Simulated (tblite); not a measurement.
A geometry optimisation, step by step.

Species: C₆H₁₀N₂Si.
SMILES with atom numbers: `[CH:1]#[C:2][C@:3]([CH3:4])([CH2:5][C:6]#[N:7])[NH:8][SiH3:9]` (hydrogens: H10 on C1; H11, H12, H13 on C4; H14, H15 on C5; H16 on N8; H17, H18, H19 on Si9)

Computed with GFN2-xTB (tblite), gas phase: L-BFGS steps from a force-field or distance-geometry start until the largest atomic force falls under 0.01 eV/Å. 8 of its 176 geometries are shown.

Step 0: E = -691.6676 eV, largest atomic force 2.545 eV/Å
```
atom  x, y, z in Å  |  force x, y, z in eV/Å
C1     -1.360   -2.143   -1.240    0.672   1.435   0.940
C2     -0.910   -1.211   -0.593   -0.897  -1.857  -1.491
C3     -0.364   -0.112    0.216   -1.478  -0.437   0.190
C4     -1.142   -0.073    1.512    0.104  -0.195   1.518
C5     -0.688    1.196   -0.497   -0.467   0.899  -1.027
C6     -0.190    2.351    0.229    0.697   1.214   0.619
N7      0.228    3.260    0.817   -0.844  -1.750  -1.093
N8      0.986   -0.294    0.507    2.297  -0.587   0.038
Si9     2.160   -0.443   -0.759    1.026   0.321   0.606
H10    -1.763   -2.948   -1.818    0.294   0.541   0.418
H11    -0.445    0.358    2.282   -0.946  -0.228  -0.437
H12    -1.401   -1.108    1.819   -0.054   0.721   0.010
H13    -2.030    0.565    1.419    0.175  -0.482   0.348
H14    -0.300    1.176   -1.543   -0.033   0.218   0.656
H15    -1.806    1.251   -0.562    0.751   0.194  -0.116
H16     1.253   -0.453    1.493   -0.380   0.140  -1.126
H17     1.679   -0.860   -2.066   -0.315  -0.060   0.008
H18     2.856    0.861   -0.913   -0.270  -0.094  -0.074
H19     3.229   -1.362   -0.310   -0.333   0.008   0.012
```

Step 25: E = -692.1399 eV, largest atomic force 0.163 eV/Å
```
atom  x, y, z in Å  |  force x, y, z in eV/Å
C1     -1.419   -2.119   -1.256    0.009   0.054   0.006
C2     -1.019   -1.201   -0.602    0.004  -0.018   0.011
C3     -0.438   -0.144    0.225    0.010   0.004   0.043
C4     -1.152   -0.105    1.585    0.022  -0.051   0.059
C5     -0.626    1.203   -0.530   -0.052   0.007  -0.004
C6     -0.141    2.321    0.231    0.043  -0.064  -0.091
N7      0.264    3.205    0.833   -0.022  -0.014   0.054
N8      0.966   -0.445    0.420   -0.043  -0.054   0.037
Si9     2.209   -0.410   -0.771   -0.061   0.019   0.050
H10    -1.780   -2.913   -1.841   -0.031   0.015   0.007
H11    -0.584    0.511    2.282   -0.071   0.135  -0.058
H12    -1.208   -1.107    2.004    0.002  -0.073  -0.039
H13    -2.166    0.289    1.510    0.114  -0.021  -0.098
H14    -0.071    1.144   -1.470   -0.029   0.062   0.017
H15    -1.685    1.347   -0.752   -0.057   0.048  -0.007
H16     1.233   -0.346    1.386    0.106  -0.011  -0.021
H17     1.611   -0.840   -2.039    0.017  -0.077   0.083
H18     2.775    0.929   -0.994    0.021   0.042   0.006
H19     3.222   -1.310   -0.229    0.017  -0.002  -0.053
```

Step 50: E = -692.1822 eV, largest atomic force 0.046 eV/Å
```
atom  x, y, z in Å  |  force x, y, z in eV/Å
C1     -1.484   -2.067   -1.279    0.008   0.024   0.011
C2     -0.993   -1.204   -0.611   -0.027  -0.008  -0.016
C3     -0.410   -0.160    0.227    0.025   0.025  -0.019
C4     -1.164   -0.117    1.561    0.032   0.007   0.007
C5     -0.606    1.197   -0.519    0.002   0.019  -0.009
C6     -0.095    2.285    0.267   -0.010  -0.015  -0.022
N7      0.319    3.126    0.923    0.009   0.005  -0.003
N8      0.990   -0.461    0.449   -0.008   0.016  -0.005
Si9     2.220   -0.421   -0.758   -0.029  -0.025  -0.012
H10    -1.912   -2.824   -1.865    0.004  -0.011  -0.012
H11    -0.792    0.706    2.170   -0.023  -0.006  -0.001
H12    -1.017   -1.050    2.100   -0.003  -0.046  -0.001
H13    -2.231    0.021    1.394    0.035  -0.001   0.002
H14    -0.071    1.162   -1.470   -0.008   0.000   0.009
H15    -1.669    1.361   -0.719    0.013  -0.003   0.032
H16     1.272   -0.260    1.397    0.001   0.016  -0.021
H17     1.618   -0.982   -1.969    0.001  -0.040   0.021
H18     2.707    0.928   -1.083    0.007   0.036   0.009
H19     3.310   -1.229   -0.223   -0.029   0.006   0.030
```

Step 75: E = -692.1956 eV, largest atomic force 0.062 eV/Å
```
atom  x, y, z in Å  |  force x, y, z in eV/Å
C1     -1.481   -2.018   -1.331    0.001   0.002  -0.005
C2     -0.979   -1.170   -0.653    0.016   0.014   0.024
C3     -0.416   -0.139    0.213    0.028  -0.021   0.038
C4     -1.164   -0.171    1.553   -0.016  -0.001   0.032
C5     -0.649    1.236   -0.487    0.001  -0.002   0.004
C6     -0.061    2.302    0.273    0.012   0.017  -0.004
N7      0.420    3.130    0.898   -0.001  -0.007   0.018
N8      0.987   -0.403    0.447    0.044   0.002   0.038
Si9     2.228   -0.470   -0.746    0.004  -0.023  -0.007
H10    -1.913   -2.766   -1.927    0.014   0.002  -0.014
H11    -0.840    0.655    2.186    0.003  -0.001  -0.025
H12    -0.954   -1.109    2.062   -0.017   0.004  -0.013
H13    -2.238   -0.094    1.396   -0.006   0.004  -0.002
H14    -0.189    1.212   -1.478   -0.001  -0.001  -0.002
H15    -1.721    1.418   -0.592   -0.010  -0.003  -0.021
H16     1.270   -0.069    1.358   -0.008  -0.011  -0.061
H17     1.685   -1.232   -1.869   -0.021   0.004   0.007
H18     2.671    0.847   -1.236   -0.016  -0.008  -0.010
H19     3.333   -1.150   -0.074   -0.027   0.028   0.005
```

Step 100: E = -692.2036 eV, largest atomic force 0.046 eV/Å
```
atom  x, y, z in Å  |  force x, y, z in eV/Å
C1     -1.419   -1.969   -1.391   -0.003  -0.010  -0.010
C2     -0.953   -1.146   -0.659    0.016  -0.007  -0.013
C3     -0.415   -0.126    0.232    0.011  -0.008   0.009
C4     -1.175   -0.186    1.562   -0.005   0.021   0.021
C5     -0.655    1.255   -0.459   -0.003  -0.003   0.011
C6     -0.048    2.306    0.307   -0.011  -0.002  -0.008
N7      0.454    3.109    0.949   -0.003   0.011   0.003
N8      0.991   -0.369    0.468   -0.001  -0.017  -0.021
Si9     2.193   -0.528   -0.756    0.007   0.044  -0.011
H10    -1.814   -2.700   -2.030   -0.020  -0.018  -0.008
H11    -0.853    0.626    2.213   -0.002   0.004   0.007
H12    -0.970   -1.135    2.053   -0.006   0.005  -0.001
H13    -2.247   -0.103    1.398    0.003  -0.001  -0.003
H14    -0.209    1.229   -1.456    0.010   0.031   0.012
H15    -1.728    1.444   -0.553   -0.007   0.004   0.000
H16     1.289    0.069    1.328    0.003  -0.002   0.002
H17     1.665   -1.476   -1.731    0.001  -0.014  -0.016
H18     2.528    0.729   -1.453   -0.011  -0.035   0.008
H19     3.358   -1.018   -0.029    0.020  -0.002   0.017
```

Step 125: E = -692.2080 eV, largest atomic force 0.032 eV/Å
```
atom  x, y, z in Å  |  force x, y, z in eV/Å
C1     -1.390   -1.914   -1.448    0.012  -0.009  -0.009
C2     -0.935   -1.103   -0.695   -0.007   0.014  -0.007
C3     -0.409   -0.103    0.225    0.004  -0.015   0.003
C4     -1.173   -0.198    1.553   -0.001   0.016   0.010
C5     -0.657    1.301   -0.418   -0.003  -0.008   0.004
C6     -0.078    2.335    0.391   -0.004  -0.001   0.021
N7      0.393    3.130    1.065    0.007   0.007   0.000
N8      0.998   -0.342    0.454    0.002  -0.002  -0.014
Si9     2.178   -0.623   -0.769    0.009   0.001  -0.009
H10    -1.769   -2.638   -2.106   -0.017   0.012   0.010
H11    -0.867    0.610    2.216    0.001   0.010   0.012
H12    -0.957   -1.148    2.036   -0.003  -0.007  -0.029
H13    -2.245   -0.127    1.382    0.003  -0.008   0.011
H14    -0.196    1.324   -1.408   -0.002  -0.001  -0.010
H15    -1.730    1.482   -0.517   -0.008  -0.019  -0.025
H16     1.312    0.149    1.278    0.004   0.007   0.008
H17     1.774   -1.814   -1.512   -0.011   0.007   0.021
H18     2.333    0.485   -1.729    0.005  -0.002   0.002
H19     3.407   -0.800   -0.006    0.007  -0.001   0.001
```

Step 150: E = -692.2107 eV, largest atomic force 0.015 eV/Å
```
atom  x, y, z in Å  |  force x, y, z in eV/Å
C1     -1.397   -1.872   -1.470    0.004  -0.004  -0.004
C2     -0.920   -1.078   -0.713    0.007   0.013   0.001
C3     -0.394   -0.088    0.218   -0.005  -0.006   0.006
C4     -1.155   -0.211    1.546   -0.005   0.003   0.009
C5     -0.655    1.320   -0.410    0.001  -0.005   0.000
C6     -0.136    2.355    0.439   -0.004   0.002   0.005
N7      0.293    3.149    1.141   -0.004  -0.003  -0.005
N8      1.015   -0.308    0.444    0.004   0.009   0.006
Si9     2.183   -0.672   -0.766    0.000  -0.008  -0.002
H10    -1.800   -2.582   -2.131    0.006   0.010   0.006
H11    -0.825    0.562    2.239    0.004   0.003   0.003
H12    -0.960   -1.186    1.986   -0.001   0.005  -0.001
H13    -2.226   -0.106    1.387    0.000  -0.010  -0.004
H14    -0.155    1.371   -1.380   -0.001   0.004  -0.003
H15    -1.728    1.472   -0.554    0.001  -0.002  -0.001
H16     1.333    0.224    1.242   -0.003  -0.001  -0.008
H17     1.822   -1.965   -1.343    0.002  -0.004  -0.006
H18     2.257    0.317   -1.857    0.001  -0.002   0.004
H19     3.439   -0.692   -0.024   -0.007  -0.006  -0.006
```

Step 175: E = -692.2118 eV, largest atomic force 0.010 eV/Å
```
atom  x, y, z in Å  |  force x, y, z in eV/Å
C1     -1.367   -1.834   -1.502    0.003   0.008   0.001
C2     -0.901   -1.051   -0.727   -0.003  -0.006  -0.003
C3     -0.385   -0.069    0.218    0.001  -0.006   0.001
C4     -1.139   -0.216    1.548   -0.002   0.003  -0.001
C5     -0.665    1.342   -0.394   -0.001  -0.003   0.001
C6     -0.187    2.379    0.476    0.007   0.007   0.002
N7      0.209    3.177    1.194   -0.001  -0.004  -0.001
N8      1.028   -0.274    0.433   -0.003  -0.003  -0.002
Si9     2.173   -0.735   -0.767   -0.006   0.003   0.000
H10    -1.762   -2.532   -2.178    0.001  -0.001   0.004
H11    -0.822    0.558    2.245    0.004  -0.005   0.002
H12    -0.925   -1.191    1.979    0.002   0.005   0.000
H13    -2.212   -0.131    1.392   -0.004  -0.003  -0.002
H14    -0.147    1.418   -1.355    0.000   0.003  -0.001
H15    -1.738    1.471   -0.556   -0.004   0.000  -0.003
H16     1.357    0.290    1.202    0.002   0.003   0.003
H17     1.825   -2.078   -1.225    0.002   0.000   0.002
H18     2.204    0.162   -1.936    0.002   0.000  -0.002
H19     3.445   -0.678   -0.055   -0.001  -0.002   0.000
```

Task: Summarise the path.

Result: The energy falls by 12.55 kcal/mol from step 0 to step 175; nine tenths of that is first reached at step 31. It rises by more than 0.2 meV at step 1. The largest force goes from 2.545 to 0.010 eV/Å. Among the bonds C3–N8 changes most, from 1.394 to 1.443 Å; the atoms move by 0.624 Å rms after alignment.

Task: Follow the three bonds and two angles with the largest change from start to end.

Result: 
```json
{"step": "0", "E above end (kcal/mol)": "12.55", "largest force (eV/Å)": "2.545", "C3–N8 (Å)": "1.394", "C3–C5 (Å)": "1.525", "C4–H11 (Å)": "1.125", "N8–Si9–H17 (°)": "117.2", "C3–N8–H16 (°)": "118.0"}
{"step": "8", "E above end (kcal/mol)": "3.43", "largest force (eV/Å)": "0.222", "C3–N8 (Å)": "1.445", "C3–C5 (Å)": "1.554", "C4–H11 (Å)": "1.087", "N8–Si9–H17 (°)": "107.6", "C3–N8–H16 (°)": "112.0"}
{"step": "15", "E above end (kcal/mol)": "2.54", "largest force (eV/Å)": "0.182", "C3–N8 (Å)": "1.451", "C3–C5 (Å)": "1.560", "C4–H11 (Å)": "1.087", "N8–Si9–H17 (°)": "106.4", "C3–N8–H16 (°)": "114.0"}
{"step": "23", "E above end (kcal/mol)": "1.88", "largest force (eV/Å)": "0.364", "C3–N8 (Å)": "1.452", "C3–C5 (Å)": "1.558", "C4–H11 (Å)": "1.088", "N8–Si9–H17 (°)": "107.4", "C3–N8–H16 (°)": "112.0"}
{"step": "30", "E above end (kcal/mol)": "1.27", "largest force (eV/Å)": "0.100", "C3–N8 (Å)": "1.447", "C3–C5 (Å)": "1.561", "C4–H11 (Å)": "1.091", "N8–Si9–H17 (°)": "107.2", "C3–N8–H16 (°)": "112.5"}
{"step": "38", "E above end (kcal/mol)": "0.89", "largest force (eV/Å)": "0.124", "C3–N8 (Å)": "1.447", "C3–C5 (Å)": "1.558", "C4–H11 (Å)": "1.089", "N8–Si9–H17 (°)": "105.8", "C3–N8–H16 (°)": "111.9"}
{"step": "46", "E above end (kcal/mol)": "0.73", "largest force (eV/Å)": "0.057", "C3–N8 (Å)": "1.448", "C3–C5 (Å)": "1.561", "C4–H11 (Å)": "1.088", "N8–Si9–H17 (°)": "106.0", "C3–N8–H16 (°)": "112.0"}
{"step": "53", "E above end (kcal/mol)": "0.64", "largest force (eV/Å)": "0.063", "C3–N8 (Å)": "1.447", "C3–C5 (Å)": "1.561", "C4–H11 (Å)": "1.089", "N8–Si9–H17 (°)": "106.0", "C3–N8–H16 (°)": "111.8"}
{"step": "61", "E above end (kcal/mol)": "0.53", "largest force (eV/Å)": "0.073", "C3–N8 (Å)": "1.447", "C3–C5 (Å)": "1.561", "C4–H11 (Å)": "1.090", "N8–Si9–H17 (°)": "106.2", "C3–N8–H16 (°)": "111.7"}
{"step": "68", "E above end (kcal/mol)": "0.43", "largest force (eV/Å)": "0.056", "C3–N8 (Å)": "1.445", "C3–C5 (Å)": "1.563", "C4–H11 (Å)": "1.089", "N8–Si9–H17 (°)": "106.5", "C3–N8–H16 (°)": "111.1"}
{"step": "76", "E above end (kcal/mol)": "0.36", "largest force (eV/Å)": "0.053", "C3–N8 (Å)": "1.446", "C3–C5 (Å)": "1.560", "C4–H11 (Å)": "1.090", "N8–Si9–H17 (°)": "106.5", "C3–N8–H16 (°)": "110.9"}
{"step": "84", "E above end (kcal/mol)": "0.26", "largest force (eV/Å)": "0.046", "C3–N8 (Å)": "1.447", "C3–C5 (Å)": "1.562", "C4–H11 (Å)": "1.089", "N8–Si9–H17 (°)": "106.1", "C3–N8–H16 (°)": "110.6"}
{"step": "91", "E above end (kcal/mol)": "0.23", "largest force (eV/Å)": "0.023", "C3–N8 (Å)": "1.446", "C3–C5 (Å)": "1.563", "C4–H11 (Å)": "1.089", "N8–Si9–H17 (°)": "106.4", "C3–N8–H16 (°)": "110.5"}
{"step": "99", "E above end (kcal/mol)": "0.20", "largest force (eV/Å)": "0.036", "C3–N8 (Å)": "1.446", "C3–C5 (Å)": "1.562", "C4–H11 (Å)": "1.089", "N8–Si9–H17 (°)": "106.4", "C3–N8–H16 (°)": "110.6"}
{"step": "107", "E above end (kcal/mol)": "0.15", "largest force (eV/Å)": "0.088", "C3–N8 (Å)": "1.446", "C3–C5 (Å)": "1.564", "C4–H11 (Å)": "1.089", "N8–Si9–H17 (°)": "106.4", "C3–N8–H16 (°)": "110.7"}
{"step": "114", "E above end (kcal/mol)": "0.12", "largest force (eV/Å)": "0.035", "C3–N8 (Å)": "1.445", "C3–C5 (Å)": "1.563", "C4–H11 (Å)": "1.089", "N8–Si9–H17 (°)": "106.8", "C3–N8–H16 (°)": "110.8"}
{"step": "122", "E above end (kcal/mol)": "0.10", "largest force (eV/Å)": "0.035", "C3–N8 (Å)": "1.445", "C3–C5 (Å)": "1.563", "C4–H11 (Å)": "1.089", "N8–Si9–H17 (°)": "107.3", "C3–N8–H16 (°)": "110.6"}
{"step": "129", "E above end (kcal/mol)": "0.07", "largest force (eV/Å)": "0.036", "C3–N8 (Å)": "1.445", "C3–C5 (Å)": "1.564", "C4–H11 (Å)": "1.089", "N8–Si9–H17 (°)": "107.8", "C3–N8–H16 (°)": "110.5"}
{"step": "137", "E above end (kcal/mol)": "0.04", "largest force (eV/Å)": "0.017", "C3–N8 (Å)": "1.444", "C3–C5 (Å)": "1.564", "C4–H11 (Å)": "1.089", "N8–Si9–H17 (°)": "107.8", "C3–N8–H16 (°)": "110.5"}
{"step": "145", "E above end (kcal/mol)": "0.03", "largest force (eV/Å)": "0.014", "C3–N8 (Å)": "1.444", "C3–C5 (Å)": "1.564", "C4–H11 (Å)": "1.089", "N8–Si9–H17 (°)": "107.5", "C3–N8–H16 (°)": "110.5"}
{"step": "152", "E above end (kcal/mol)": "0.02", "largest force (eV/Å)": "0.026", "C3–N8 (Å)": "1.443", "C3–C5 (Å)": "1.564", "C4–H11 (Å)": "1.089", "N8–Si9–H17 (°)": "107.3", "C3–N8–H16 (°)": "110.5"}
{"step": "160", "E above end (kcal/mol)": "0.01", "largest force (eV/Å)": "0.025", "C3–N8 (Å)": "1.444", "C3–C5 (Å)": "1.564", "C4–H11 (Å)": "1.089", "N8–Si9–H17 (°)": "107.6", "C3–N8–H16 (°)": "110.7"}
{"step": "167", "E above end (kcal/mol)": "0.00", "largest force (eV/Å)": "0.014", "C3–N8 (Å)": "1.443", "C3–C5 (Å)": "1.564", "C4–H11 (Å)": "1.089", "N8–Si9–H17 (°)": "107.8", "C3–N8–H16 (°)": "110.7"}
{"step": "175", "E above end (kcal/mol)": "0.00", "largest force (eV/Å)": "0.010", "C3–N8 (Å)": "1.443", "C3–C5 (Å)": "1.564", "C4–H11 (Å)": "1.089", "N8–Si9–H17 (°)": "107.8", "C3–N8–H16 (°)": "110.7"}
```

What follows is the cost of the whole relaxation. The run took 4.5 s on one thread of an Intel Xeon at 2.50 GHz, no GPU (shared host).
